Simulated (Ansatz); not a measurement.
Stretching the Be1–Br3 bond in BeBrCl (SMILES [Cl][Be][Br]) (multiplicity 1 held, fragments rigid). Energies count from the point at 1.957 Å.
Geometry at that point (charge 0, multiplicity 1):
```xyz
3

Be     0.00000     0.00000    -0.67601
Cl     0.00000     0.00000    -2.47867
Br     0.00000     0.00000     1.28118
```

Signs of static correlation in def2-SVPD, with CASSCF(6,4), from Ansatz (a program for electronic structure) runs.

```
R (Å)  T1 of restricted CCSD  ⟨S²⟩ of UHF  largest double amplitude of restricted CCSD  weight of the CASSCF reference in MRCISD  CASSCF natural occupations
-----  ---------------------  -----------  -------------------------------------------  ----------------------------------------  --------------------------
1.566                  0.008        0.000                                        0.022                                     0.898         2.00 1.99 1.99 0.01
1.761                  0.008        0.000                                        0.016                                     0.897         2.00 2.00 1.99 0.01
1.957                  0.009        0.000                                        0.023                                     0.896         2.00 2.00 1.99 0.01
2.153                  0.010        0.000                                        0.027                                     0.895         2.00 2.00 1.98 0.02
2.349                  0.011        0.000                                        0.027                                     0.894         2.00 2.00 1.97 0.03
2.642                  0.012        0.000                                        0.065                                     0.894         2.00 2.00 1.95 0.05
2.936                  0.016        0.000                                            …                                     0.894         2.00 2.00 1.91 0.09
3.425                  0.029        0.727                                        0.197                                     0.894         2.00 2.00 1.78 0.22
3.914                  0.055        0.933                                        0.323                                     0.896         2.00 2.00 1.54 0.46
4.502                  0.100        0.993                                        0.579                                     0.898         2.00 2.00 1.27 0.73
5.284                  0.148        1.007                                            …                                     0.898         2.00 2.00 1.09 0.91
6.263                  0.165        1.008                                        1.158                                     0.898         2.00 2.00 1.02 0.98
```

Question: Complete the blanks.

Answer: 
- 2.936, largest double amplitude of restricted CCSD: 0.111
- 5.284, largest double amplitude of restricted CCSD: 0.952

Doubts at one or more of the structures used: active orbitals that take no part (SC-NEVPT2 on CASSCF(6,4)/def2-SVPD); a restricted determinant that unrestricted orbitals would lower (R-CCSD(T)/def2-SVPD); T1 above 0.05 (R-CCSD(T)/def2-SVPD, U-CCSD(T)/def2-SVPD); other coupled-cluster roots lie near (R-CCSD(T)/def2-SVPD); a spin-contaminated determinant (U-CCSD(T)/def2-SVPD); the program's own flag: other amplitudes (U-CCSD(T)/def2-SVPD).
